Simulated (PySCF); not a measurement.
**MOF across group 15**

Level: PBE0, basis family def2-TZVP, scalar-relativistic core potentials from Rb on and no relativity for lighter atoms.

Each entry is the lowest minimum that a search over a few typed start shapes (and spin states, where more than one is plausible) found, or that minimum re-optimised at the stated level; isomers with ligand–ligand bonds, or fragments after loss of a ligand pair, can lie lower. Open shells are unrestricted; no spin–orbit coupling; PySCF with density fitting.

| molecule | 2S+1 | point group | mean bond to the central atom (Å) | dipole (D) | distinct angles (°) | highest ω (cm⁻¹) | atomisation (kJ/mol) |
| --- | --- | --- | --- | --- | --- | --- | --- |
| AsOF | 1 | Cs | 1.670 | 2.92 | 106 | 1068 | 929 |
| SbOF | 1 | Cs | 1.852 | 4.10 | 103 | 919 | 837 |
| BiOF | 1 | Cs | 1.949 | 5.06 | 101 | 829 | 751 |

Spin–orbit coupling can matter for BiOF.

Left out of the table are members whose search was unfinished or whose lowest solution was spin-contaminated, unstable, very soft or bonded differently.
